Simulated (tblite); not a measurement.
Parent: `[CH3:1][O:2][C@:3]1([F:4])[CH2:5][O:6][CH:7]=[C:8]1[F:9]` with C1–O2–C3–F4 -63°, C5H6F2O2.

Structures optimised with GFN2-xTB, isolated species. One conformer each, not checked by frequencies here.

| coordinate of the parent | value |
| --- | --- |
| C1–O2 | 1.426 Å |
| O2–C3 | 1.370 Å |
| C3–F4 | 1.403 Å |
| C3–C5 | 1.541 Å |
| C5–O6 | 1.423 Å |
| O6–C7 | 1.350 Å |
| C7=C8 | 1.330 Å |
| C8–F9 | 1.341 Å |
| C3–C8 | 1.513 Å |
| C1–O2–C3 | 115.8° |
| O2–C3–F4 | 108.5° |
| O2–C3–C5 | 110.1° |
| O2–C3–C8 | 118.2° |
| F4–C3–C5 | 109.6° |
| F4–C3–C8 | 109.9° |
| C5–C3–C8 | 100.1° |
| C3–C5–O6 | 107.9° |
| C5–O6–C7 | 108.3° |
| O6–C7–C8 | 114.0° |
| C7–C8–F9 | 126.6° |
| C3–C8–C7 | 109.7° |
| C3–C8–F9 | 123.7° |

**Question.** How does the shared frame change in `[CH3:1][CH2:2][O:3][C@@:4]1([F:5])[CH2:6][O:7][CH:8]=[C:9]1[F:10]` with C1–C2–O3–C4 -169°, C2–O3–C4–F5 64°, C6H8F2O2? Atoms pair as C1 = C2, O2 = O3, C3 = C4, F4 = F5, C5 = C6, O6 = O7, C7 = C8, C8 = C9, F9 = F10 (parent first).

**Answer.** 
```tsv
parent	relative	value in the relative	change
C1–O2	C2–O3	1.435 Å	+0.009
O2–C3	O3–C4	1.366 Å	-0.004
C3–F4	C4–F5	1.405 Å	+0.002
C3–C5	C4–C6	1.541 Å	0.000
C5–O6	C6–O7	1.423 Å	0.000
O6–C7	O7–C8	1.350 Å	0.000
C7=C8	C8=C9	1.330 Å	0.000
C8–F9	C9–F10	1.341 Å	0.000
C3–C8	C4–C9	1.512 Å	-0.001
C1–O2–C3	C2–O3–C4	116.3°	+0.5
O2–C3–F4	O3–C4–F5	108.5°	0.0
O2–C3–C5	O3–C4–C6	110.2°	+0.1
O2–C3–C8	O3–C4–C9	118.4°	+0.2
F4–C3–C5	F5–C4–C6	109.5°	-0.1
F4–C3–C8	F5–C4–C9	109.7°	-0.2
C5–C3–C8	C6–C4–C9	100.1°	0.0
C3–C5–O6	C4–C6–O7	107.9°	0.0
C5–O6–C7	C6–O7–C8	108.3°	0.0
O6–C7–C8	O7–C8–C9	114.0°	0.0
C7–C8–F9	C8–C9–F10	126.7°	+0.1
C3–C8–C7	C4–C9–C8	109.8°	+0.1
C3–C8–F9	C4–C9–F10	123.6°	-0.1
```

Of the parent's bonds, C1–O2 changes most (+0.009 Å). Bonds of the relative outside the shared frame: C1–C2 1.517 Å. Point group C1 → C1.

**Question.** How does the shared frame change in `[CH3:1][O:2][C@:3]1([F:4])[CH2:5][O:6][CH:7]=[C:8]1[Cl:9]` with C1–O2–C3–F4 -61°, C5H6ClFO2? Atoms pair as C1 = C1, O2 = O2, C3 = C3, F4 = F4, C5 = C5, O6 = O6, C7 = C7, C8 = C8 (parent first).

**Answer.** 
```json
{"parent": "C1–O2", "relative": "C1–O2", "value in the relative": "1.425 Å", "change": "-0.001"}
{"parent": "O2–C3", "relative": "O2–C3", "value in the relative": "1.370 Å", "change": "0.000"}
{"parent": "C3–F4", "relative": "C3–F4", "value in the relative": "1.401 Å", "change": "-0.002"}
{"parent": "C3–C5", "relative": "C3–C5", "value in the relative": "1.542 Å", "change": "+0.001"}
{"parent": "C5–O6", "relative": "C5–O6", "value in the relative": "1.421 Å", "change": "-0.002"}
{"parent": "O6–C7", "relative": "O6–C7", "value in the relative": "1.348 Å", "change": "-0.002"}
{"parent": "C7=C8", "relative": "C7=C8", "value in the relative": "1.334 Å", "change": "+0.004"}
{"parent": "C3–C8", "relative": "C3–C8", "value in the relative": "1.516 Å", "change": "+0.003"}
{"parent": "C1–O2–C3", "relative": "C1–O2–C3", "value in the relative": "116.8°", "change": "+1.0"}
{"parent": "O2–C3–F4", "relative": "O2–C3–F4", "value in the relative": "108.5°", "change": "0.0"}
{"parent": "O2–C3–C5", "relative": "O2–C3–C5", "value in the relative": "109.2°", "change": "-0.9"}
{"parent": "O2–C3–C8", "relative": "O2–C3–C8", "value in the relative": "118.6°", "change": "+0.4"}
{"parent": "F4–C3–C5", "relative": "F4–C3–C5", "value in the relative": "109.6°", "change": "0.0"}
{"parent": "F4–C3–C8", "relative": "F4–C3–C8", "value in the relative": "109.8°", "change": "-0.1"}
{"parent": "C5–C3–C8", "relative": "C5–C3–C8", "value in the relative": "100.7°", "change": "+0.6"}
{"parent": "C3–C5–O6", "relative": "C3–C5–O6", "value in the relative": "107.7°", "change": "-0.2"}
{"parent": "C5–O6–C7", "relative": "C5–O6–C7", "value in the relative": "108.2°", "change": "-0.1"}
{"parent": "O6–C7–C8", "relative": "O6–C7–C8", "value in the relative": "114.8°", "change": "+0.8"}
{"parent": "C3–C8–C7", "relative": "C3–C8–C7", "value in the relative": "108.6°", "change": "-1.1"}
```

Of the parent's bonds, C7–C8 and C3–C8 change most and about equally (+0.003 to +0.004 Å). Bonds of the relative outside the shared frame: C8–Cl9 1.709 Å. Point group C1 → C1.

These are computed values.
